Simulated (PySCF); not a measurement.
Structure from 2D NMR

Compound of formula C$_{7}$H$_{10}$OSi. Correlations simulated from computed shifts and the bond graph:

HSQC (one-bond C–H):
| δH | δC |
| --- | --- |
| 7.23 | 145.1 |
| 6.23 | 116.4 |
| 5.91 | 109.2 |
| 2.70 | 32.9 |
| 2.69 | 30.0 |
| 2.58 | 32.9 |
| 1.12 | 7.1 |
| 1.00 | 7.1 |

COSY cross peaks (H two or three bonds apart, from the bond graph; peaks can be absent where the dihedral angle is near 90°):
| δH | δH |
| --- | --- |
| 7.23 | 6.23 |
| 6.23 | 5.91 |
| 4.91 | 4.83 |
| 4.91 | 2.69 |
| 4.91 | 1.12 |
| 4.91 | 1.00 |
| 4.83 | 2.69 |
| 4.83 | 1.12 |
| 4.83 | 1.00 |
| 2.70 | 2.69 |
| 2.70 | 2.58 |
| 2.70 | 1.12 |
| 2.70 | 1.00 |
| 2.69 | 2.58 |
| 2.58 | 1.12 |
| 2.58 | 1.00 |
| 1.12 | 1.00 |

HMBC (two and three bonds, from the bond graph):
| δH | δC |
| --- | --- |
| 7.23 | 161.4, 116.4, 109.2 |
| 6.23 | 161.4, 145.1, 109.2 |
| 5.91 | 161.4, 145.1, 116.4, 30.0 |
| 4.91 | 161.4, 32.9, 30.0, 7.1 |
| 4.83 | 161.4, 32.9, 30.0, 7.1 |
| 2.70 | 161.4, 30.0, 7.1 |
| 2.69 | 161.4, 109.2, 32.9, 7.1 |
| 2.58 | 161.4, 30.0, 7.1 |
| 1.12 | 32.9, 30.0 |
| 1.00 | 32.9, 30.0 |

Carbons without hydrogens: δ 161.4.

A single conformation, non-relativistic, in vacuum. B3LYP/pcSseg-1 with gauge-including orbitals; PBE0-D3(BJ)/def2-SVP geometry; PySCF.

References, each an isolated molecule treated in the same way: ¹H (31.38 ppm) and ¹³C (179.24 ppm) vs TMS.

Exchangeable hydrogens are left out of these lists.

Work out the connectivity.

Answers

SMILES [C@@H]1(C2=CC=CO2)CC[SiH2]1.

Numbering as in the mapped SMILES `[cH:1]1[cH:2][o:3][c:4]([C@@H:5]2[CH2:6][CH2:7][SiH2:8]2)[cH:9]1`. Each H is labelled by its parent atom. Ha(C6), Ha(C7), Ha(Si8) are cis to C4 on the ring; Hb(C6), Hb(C7), Hb(Si8) are trans to C4 on the ring.

- δC 161.4 is C4, a substituted aromatic carbon next to the ring oxygen.
- δC 145.1 is C2, an aromatic CH next to the ring oxygen (δH 7.23).
- δC 116.4 is C1, an aromatic CH (δH 6.23).
- δC 109.2 is C9, an aromatic CH (δH 5.91).
- δC 32.9 is C6, an sp3 CH2 in a ring (δH 2.70, 2.58).
- δC 30.0 is C5, an sp3 CH bonded to Si, on an aromatic ring (δH 2.69).
- δC 7.1 is C7, an sp3 CH2 bonded to Si (δH 1.12, 1.00).
- HMBC from δH 7.23 reaches the proton-free carbon C4.
- HMBC from δH 6.23 reaches the proton-free carbon C4.
- HMBC from δH 5.91 reaches the proton-free carbon C4.
- HMBC from δH 4.91 reaches the proton-free carbon C4.
- COSY links 7.23–6.23, 6.23–5.91, 4.91–4.83, 4.91–2.69, 4.91–1.12, 4.91–1.00.

The shifts were computed for this structure.

Shifts are as computed. Against solution values, carbons near 30 ppm lie about +2 ppm off and those near 130 ppm about +6 ppm. Of 1211 compounds with measured shifts, 218 miss one by over three times the rms of a fit or turn the order of signals round; such compounds aren't used in these exercises.
